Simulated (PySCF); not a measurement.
**Orbital energies and ionisation energy**

C2H7BO.
Structure used (PBE0-D3(BJ)/def2-SVP), in Å, numbered top down from 1:
```
atom  x, y, z in Å
C1    -1.8943   -0.0907   -0.0795
B2    -0.3518   -0.1845   -0.3263
O3     0.5032    0.2104    0.6369
C4     1.8983    0.1460    0.5062
H5    -2.3501   -1.0917   -0.1713
H6    -2.3699    0.5227   -0.8636
H7    -2.1506    0.3262    0.9052
H8     0.1107   -0.6105   -1.3723
H9     2.3102   -0.5134    1.2862
H10    2.3264    1.1506    0.6470
H11    2.1986   -0.2377   -0.4831
```

The species is `CBOC` (C2H7BO).

Level: wB97X-D/def2-SVPD (PySCF). Frontier orbitals with their largest atomic shares (Löwdin; up to four atoms above 4 %):

| orbital | ε (eV) | main atoms |
| --- | --- | --- |
| HOMO−3 | -12.37 | C1 42 %, H7 14 %, B2 11 %, H6 10 % |
| HOMO−2 | -11.78 | O3 27 %, C4 21 %, C1 13 %, B2 13 % |
| HOMO−1 | -10.96 | O3 50 %, C4 18 %, H9 8 %, H10 8 % |
| HOMO | -10.31 | ? |
| LUMO | 2.06 | B2 42 %, O3 24 %, C1 12 %, H8 12 % |
| LUMO+1 | 2.07 | B2 62 %, C4 9 %, C1 5 % |
| LUMO+2 | 2.80 | C4 28 %, H10 12 %, H9 12 %, C1 10 % |

Problem. What vertical ionisation energy does ΔSCF give, and how far is −ε(HOMO) from it?

Solution. ΔSCF: 10.79 eV (1041 kJ/mol; threshold wavelength 115 nm); ⟨S²⟩ of the doublet left behind is 0.755, against 0.75 for a pure doublet. −ε(HOMO) is 10.31 eV, 0.48 eV below it. In exact Kohn–Sham theory the two would be equal; wB97X-D (range-separated hybrid) falls short of its own ΔSCF value by 4 %. Holes in the HOMO−1 and HOMO−2 were tried too where these lie within 1.2 eV of the HOMO; the lowest converged state counts.

Problem. On which atoms does the HOMO lie?

Solution. O3 (boron-bound oxygen) 29 %, B2 (three-coordinate boron) 25 %, C1 (sp3 carbon bound to boron) 18 %, H8 (B–H hydrogen) 18 %, so no atom holds as much as 40 %. The HOMO−1 lies 0.65 eV lower.

Problem. Shift the occupied levels rigidly so that −ε(HOMO) equals the ΔSCF value. What binding energies result?

Solution. The shift is +0.48 eV: HOMO 10.79, HOMO−1 11.44, HOMO−2 12.26, HOMO−3 12.85 eV. A rigid shift is only a rough guide to the deeper ionisations.

Problem. What total energies stand behind the ΔSCF value?

Solution. E(N) = -180.35902 Eh and E(N − 1) = -179.96240 Eh at the same geometry, 0.39662 Eh apart.

Problem. With α = 45.8 au, estimate the like-pair dispersion coefficient by London's formula C6 = (3/4)α²I.

Solution. I = 0.3966 Eh, so C6 ≈ 624 au, a rough estimate.

Isolated species at its PBE0-D3(BJ)/def2-SVP geometry (one conformer only).

These values come from a run that also computed excited states and ΔSCF ions. Hardware: one thread of an Arm Neoverse V2, no GPU (shared host). Cost: 35 s of wall time.

Note: wB97X-D ran without an empirical dispersion term, which enters the total energy and its gradient alone.
